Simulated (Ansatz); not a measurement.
Geometry optimisation, RKS r2SCAN/def2-SVP (Ansatz).

The input (input.yaml):

```yaml
crystal:
  periodic: [false, false, false]
  atoms:
    - { symbol: Si, position_ang: [-0.3298, 0.4922, 0.6461] }
    - { symbol: Cl, position_ang: [1.9681, -0.4315, 0.8845] }
    - { symbol: C, position_ang: [-0.1992, -0.4149, -0.9719] }
    - { symbol: H, position_ang: [1.0818, -0.7921, -0.5987] }
    - { symbol: Cl, position_ang: [-0.1225, 2.4686, 0.808] }
    - { symbol: Cl, position_ang: [-1.3486, -0.2381, 2.1983] }
    - { symbol: H, position_ang: [-0.8477, -1.2712, -1.0962] }
    - { symbol: H, position_ang: [-0.2021, 0.1869, -1.8701] }
basis:
  gaussian: { orbitals: def2-SVP }
hamiltonian:
  xc: r2scan
relax:
  f_tol: 0.15
  max_steps: 25
  restrain:
    - { distance: [3, 1], at: 1.33, k: 30.0 }
    - { distance: [0, 1], at: 3.43, k: 30.0 }
    - { distance: [3, 2], at: 2.37, k: 30.0 }
output:
  orbitals: {}
```

Command:

```bash
$ ansatz run input.yaml --threads 2 --pin off --max-ram 3072MiB --backend cpu --events-out ev --progress --plain --runs-dir out
```

Where does it end, and by what steps?

It converged. The restraints hold the end off the free minimum. After 7 steps the energy has risen by 0.826 eV (the restraints' own energy left out); H4 moved furthest, 0.68 Å. Joined: Cl2–H4 (1.77 → 1.32 Å).

```json
{"step": "0", "energy less start (eV)": "0.0000", "largest force component (eV/Å)": "3.486", "accepted": "yes"}
{"step": "1", "energy less start (eV)": "1.2474", "largest force component (eV/Å)": "2.825", "accepted": "yes"}
{"step": "2", "energy less start (eV)": "1.2826", "largest force component (eV/Å)": "3.256", "accepted": "yes"}
{"step": "3", "energy less start (eV)": "0.9188", "largest force component (eV/Å)": "0.571", "accepted": "yes"}
{"step": "4", "energy less start (eV)": "0.8775", "largest force component (eV/Å)": "0.738", "accepted": "yes"}
{"step": "5", "energy less start (eV)": "0.8515", "largest force component (eV/Å)": "0.523", "accepted": "yes"}
{"step": "6", "energy less start (eV)": "0.8543", "largest force component (eV/Å)": "0.617", "accepted": "no"}
{"step": "7", "energy less start (eV)": "0.8261", "largest force component (eV/Å)": "0.167", "accepted": "yes"}
```

```xyz
8
Properties=species:S:1:pos:R:3
Si -0.691 0.527 0.470
Cl 2.542 -0.597 0.729
C -0.622 -0.284 -1.024
H 1.506 -0.716 -0.078
Cl -0.014 2.417 0.784
Cl -1.442 -0.280 2.178
H -1.051 -1.283 -1.145
H -0.229 0.215 -1.916
```

Run time: 32 s on 2 threads of Arm Neoverse V2 (shared host), peak memory 0.16 GiB.
